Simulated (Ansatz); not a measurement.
Geometry optimisation, RKS CAM-B3LYP-D4/def2-SVP (Ansatz 0.2.0).

Input:

```yaml
crystal:
  periodic: [false, false, false]
  atoms:
    - { symbol: Sn, position_ang: [-1.118744, -1.276127, 0.278273] }
    - { symbol: C, position_ang: [0.975702, 1.220459, -0.879934] }
    - { symbol: H, position_ang: [-0.34026, -1.974338, -1.067076] }
    - { symbol: H, position_ang: [-2.334083, -2.321519, 0.869462] }
    - { symbol: H, position_ang: [-1.779189, 0.254078, -0.066269] }
    - { symbol: H, position_ang: [1.190416, 0.583981, -0.028318] }
    - { symbol: S, position_ang: [0.573738, -1.013341, 2.01337] }
    - { symbol: H, position_ang: [1.885299, 1.767611, -1.163108] }
    - { symbol: H, position_ang: [0.192421, 1.943628, -0.618993] }
    - { symbol: H, position_ang: [0.643998, 0.620064, -1.736425] }
    - { symbol: H, position_ang: [0.110602, 0.195403, 2.399119] }
basis:
  gaussian: { orbitals: def2-SVP }
hamiltonian:
  xc: cam_b3lyp
  dispersion: d4
relax:
  f_tol: 0.03
  max_steps: 50
```

Launched with:

```bash
$ ansatz run input.yaml --threads 4 --pin off --max-ram 5120MiB --backend cpu --events-out ev --progress --plain --runs-dir out
```

Question: Where does it end, and by what steps?

Answer: It converged. The force dipped under the threshold on the way, but the program's further checks kept it going. After 15 steps the energy has fallen by 0.087 eV; H11 moved furthest, 0.73 Å.

```csv
step,energy less start (eV),largest force component (eV/Å),accepted
0,0.0000,0.475,yes
1,-0.0668,0.127,yes
2,-0.0737,0.109,yes
3,-0.0749,0.082,yes
4,-0.0771,0.048,yes
5,-0.0779,0.067,yes
6,-0.0787,0.086,yes
7,-0.0798,0.155,yes
8,-0.0809,0.149,yes
9,-0.0817,0.184,yes
10,-0.0851,0.039,yes
11,-0.0860,0.009,yes
12,-0.0836,0.184,no
13,-0.0864,0.059,yes
14,-0.0859,0.068,no
15,-0.0868,0.019,yes
```

```xyz
11
Properties=species:S:1:pos:R:3
Sn -1.241 -1.437 0.390
C 1.147 1.486 -1.062
H -0.495 -2.235 -0.917
H -2.477 -2.399 1.073
H -1.859 0.087 -0.067
H 1.318 0.965 -0.111
S 0.534 -1.129 2.019
H 2.090 1.917 -1.422
H 0.412 2.289 -0.914
H 0.765 0.777 -1.810
H -0.194 -0.321 2.820
```

The run took 46 s on 4 threads of Arm Neoverse N1, with other jobs on the host, peak memory 0.26 GiB.
